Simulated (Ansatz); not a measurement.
Reaction (cleavage of the Si–Si bond): `O[SiH2][SiH2]O` + `O[SiH2][SiH3]` → `O[SiH2]O[SiH2][SiH3]` + silanol

Isolated molecules relaxed with PBE0-D4/def2-TZVP in Ansatz; ΔE leaves out vibrations. CCSD(T)/CBS is the MP2 limit (def2-TZVPP, def2-QZVPP) plus CCSD(T) − MP2 in def2-TZVPP, frozen cores. Functionals use def2-TZVPP. B3LYP here is the variant with VWN-RPA as its local correlation; programs differ in this. One conformer a species, not always the lowest.

```csv
level,ΔE (kJ/mol),difference from CCSD(T)/CBS
PBE-D4,-117.4,28.9
r2SCAN-D4,-138.7,7.6
PBE0-D4,-127.8,18.5
B3LYP-D4,-144.5,1.8
ωB97X-V,-141.1,5.2
ωB97M-V,-146.9,-0.6
B2PLYP,-148.5,-2.2
PBE,-115.6,30.7
r2SCAN,-137.9,8.4
PBE0,-125.9,20.4
B3LYP,-141.9,4.4
HF/def2-TZVPP,-171.2,-24.9
MP2/def2-TZVPP,-155.1,-8.8
SCS-MP2/def2-TZVPP,-158.2,-11.9
CCSD/def2-TZVPP,-151.0,-4.7
CCSD(T)/def2-TZVPP,-147.9,-1.6
HF/def2-QZVPP,-174.0,-27.7
MP2/def2-QZVPP,-155.1,-8.8
SCS-MP2/def2-QZVPP,-158.0,-11.7
HF/CBS(def2),-174.4,-28.1
MP2/CBS(def2),-153.4,-7.1
CCSD/CBS(def2),-149.4,-3.1
CCSD(T)/CBS,-146.3,0
```

Largest T1 diagnostic among the species: 0.012.

In def2-TZVPP, CCSD(T) changes the Hartree–Fock value by +23.3 kJ/mol (the triples alone add +3.1 kJ/mol) and MP2 by +16.2 kJ/mol. From PBE to PBE0 (25 % exact exchange), in def2-TZVPP and without D4, ΔE moves by −10.3 kJ/mol.
